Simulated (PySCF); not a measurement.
## Choosing a basis for TDDFT

Species: C3H8S2Si.
InChI=1S/C3H8S2Si/c1-4-2-3-5-6/h2-3H,1,6H3/b3-2-

TDDFT with PBE0 (PySCF), vertical singlets, core orbitals frozen in the response, spherical d and f functions. Geometry: PBE0-D3(BJ)/def2-SVP, one conformer, isolated molecule.

```json
{"basis": "6-31G*", "functions": "112", "diffuse": "no", "S1 (eV)": "4.78", "S2 (eV)": "5.28", "S3 (eV)": "5.69", "S4 (eV)": "5.78", "S5 (eV)": "6.33", "LUMO (eV)": "-0.33", "α (au)": "89.0"}
{"basis": "6-31+G*", "functions": "136", "diffuse": "yes", "S1 (eV)": "4.59", "S2 (eV)": "5.03", "S3 (eV)": "5.39", "S4 (eV)": "5.53", "S5 (eV)": "5.62", "LUMO (eV)": "-0.66", "α (au)": "100.8"}
{"basis": "def2-SVP", "functions": "136", "diffuse": "no", "S1 (eV)": "4.72", "S2 (eV)": "5.60", "S3 (eV)": "5.62", "S4 (eV)": "5.85", "S5 (eV)": "6.49", "LUMO (eV)": "-0.48", "α (au)": "91.0"}
{"basis": "def2-SVPD", "functions": "202", "diffuse": "yes", "S1 (eV)": "4.55", "S2 (eV)": "5.11", "S3 (eV)": "5.44", "S4 (eV)": "5.49", "S5 (eV)": "5.80", "LUMO (eV)": "-0.72", "α (au)": "109.2"}
{"basis": "aug-cc-pVDZ", "functions": "222", "diffuse": "yes", "S1 (eV)": "4.53", "S2 (eV)": "4.98", "S3 (eV)": "5.19", "S4 (eV)": "5.42", "S5 (eV)": "5.49", "LUMO (eV)": "-0.71", "α (au)": "111.0"}
{"basis": "def2-TZVP", "functions": "252", "diffuse": "no", "S1 (eV)": "4.51", "S2 (eV)": "5.17", "S3 (eV)": "5.42", "S4 (eV)": "5.55", "S5 (eV)": "5.97", "LUMO (eV)": "-0.69", "α (au)": "103.9"}
```

**Question.** How much do these states and the polarisability depend on the basis?

**Answer.** States are compared by their number. Against the largest diffuse basis here (aug-cc-pVDZ, itself not a converged limit), sets without diffuse functions differ by up to 0.26 eV in S1 and 1.00 eV in S5; the smaller diffuse sets differ by up to 0.07 and 0.31 eV. State by state, the largest deviation of a set without diffuse functions is S1 0.26, S2 0.61, S3 0.50, S4 0.42, S5 1.00 eV. The same number needn't mean the same state in each row. Against aug-cc-pVDZ the polarisability deviates by -20% in 6-31G*, -9% in 6-31+G*, -18% in def2-SVP, -2% in def2-SVPD, -6% in def2-TZVP. A single + in a Pople set puts diffuse functions on heavy atoms only.
